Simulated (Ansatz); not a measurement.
Consider the substitution at a C–Sn bond: `C=[C](F)[SnH2][CH3]` + `N[SiH3]` → `C=C(F)N[SiH3]` + `[CH3][SnH3]`.

Gas-phase electronic energies from Ansatz, PBE0-D4/def2-TZVP geometries. CBS: MP2 limit from def2 TZ/QZ plus the TZ coupled-cluster correction, frozen cores. This one scheme is used for every species. DFT in def2-TZVPP. Elements past krypton have def2 core potentials. For Sn outer-core shells are correlated without core-valence functions, which leaves a few kJ/mol of doubt a bond. One conformer a species, not always the lowest.

```
             level  ΔE (kcal/mol)  difference from CCSD(T)/CBS
            PBE-D4           -1.6                         -4.0
         r2SCAN-D4           -2.4                         -4.8
           PBE0-D4           -2.4                         -4.8
           ωB97X-V           -1.3                         -3.7
           ωB97M-V           -0.8                         -3.2
               PBE           -1.7                         -4.1
            r2SCAN           -2.5                         -4.9
              PBE0           -2.5                         -4.9
     HF/def2-TZVPP           -2.9                         -5.3
SCS-MP2/def2-TZVPP            0.9                         -1.5
   CCSD/def2-TZVPP            0.3                         -2.1
CCSD(T)/def2-TZVPP            0.8                         -1.6
     HF/def2-QZVPP           -2.7                         -5.1
    MP2/def2-QZVPP            1.9                         -0.5
     MP2/CBS(def2)            2.6                          0.2
    CCSD/CBS(def2)            1.9                         -0.5
       CCSD(T)/CBS            2.4                            0
```

Largest T1 diagnostic among the species: 0.013.

From PBE to PBE0 (25 % exact exchange), in def2-TZVPP and without D4, ΔE moves by −0.8 kcal/mol. In def2-TZVPP, CCSD(T) changes the Hartree–Fock value by +3.7 kcal/mol (the triples alone add +0.5 kcal/mol) and MP2 by +3.9 kcal/mol.
